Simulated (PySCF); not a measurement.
Level of theory: PBE-D3(BJ)/def2-TZVP // B3LYP-D3(BJ)/def2-TZVP in PySCF 2.14.0. All species are isolated molecules in the gas phase. 

Reference species (SMILES): `Br[B]Br` (neutral, multiplicity 2).

```yaml
dipole_moment: 0.53 D
```

Changed species: `[BH]Br` (radical fragment; the reference has radical fragment).

Task: Predict the effect on the dipole moment.

Result: the dipole moment stays essentially unchanged.
